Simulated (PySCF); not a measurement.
## Diatomic anions of Mg with the alkali metals

PBE0 with double-zeta basis sets in PySCF, for the lowest determinant that a PBE0 search found; no spin–orbit coupling. De refers to high-spin ground-configuration atoms (the charge goes to the atom of lower measured ionisation energy or higher electron affinity, which is not always the lowest computed limit). A positive dipole points towards Mg; it is taken about the centre of mass and depends on that origin.

| M | basis | charged atom | state (unpaired electrons) | Re (Å) | ωe (cm⁻¹) | De (eV) | μ (D) |
| --- | --- | --- | --- | --- | --- | --- | --- |
| Li | aug-pcseg-1 | Li− | singlet (closed shell) | 3.450 | 139 | 0.37 | 7.44 |
| Na | aug-cc-pVDZ | Na− | singlet (closed shell) | 3.739 | 86.2 | 0.33 | 4.03 |
| K | aug-pcseg-1 | K− | singlet (closed shell) | 4.305 | 59.4 | 0.24 | 3.72 |
| Rb | def2-SVPD | Rb− | singlet (closed shell) | 4.479 | 52.1 | 0.25 | 0.57 |
| Cs | def2-SVPD | Cs− | singlet (closed shell) | 4.743 | 45.2 | 0.22 | -0.19 |

The shortest bond is that of LiMg⁻ (3.450 Å), the longest that of CsMg⁻ (4.743 Å).

The rows differ in basis set, which adds steps of its own.

Down a group the atoms grow and get heavier, so bonds lengthen and wavenumbers fall; this series shows no clear exception.

Closed-shell solutions of metal pairs were not tested for spin polarisation, which can lower them a little. Weak bonds: CsMg⁻, KMg⁻, LiMg⁻, NaMg⁻, RbMg⁻. Basis-set superposition, not corrected here, can be much of De in a small basis, most of all at correlated wavefunction levels. Spin–orbit coupling is left out. For an ion De counts to the pair picked by the measured ionisation energies or electron affinities, which need not be the lowest pair at this level. The highest Kohn–Sham level is positive in some of these anions. Much of that is self-interaction error, but it also means that the finite basis helps to hold the extra electron.
